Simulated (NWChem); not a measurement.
# bromine monochloride (BrCl); SMILES ClBr

```xyz
2

Cl     0.0000     0.0000     1.4518
Br     0.0000     0.0000    -0.7127
```
Atoms are numbered in this order, from 1.

Computed with NWChem. Geometry optimised at PBE0/def2-SVP; all other runs use it. This build's default masses of Se (78.918 u) and Br (79.917 u) are each other's, which moves their modes by up to 0.6 %.

```csv
quantity,level,value
solvation free energy (kcal/mol) in n-hexane,"PBE0/def2-SVP, SMD",-3.1
"anisotropy (bohr³), static",B3LYP/def2-SVPD,…
"vertical, lowest excitation, singlet (eV)","B3LYP/def2-SVPD, TDA",…
−ε(HOMO) (eV),B3LYP/def2-SVP,…
dipole (D),PBE0/def2-SVP,0.55
highest harmonic frequency (cm⁻¹),PBE0/def2-SVP,434
```

Q: What belongs in the gaps?

A: 
- anisotropy (bohr³), static, value: 20.7
- vertical, lowest excitation, singlet (eV), value: 2.95
- −ε(HOMO) (eV), value: 7.91
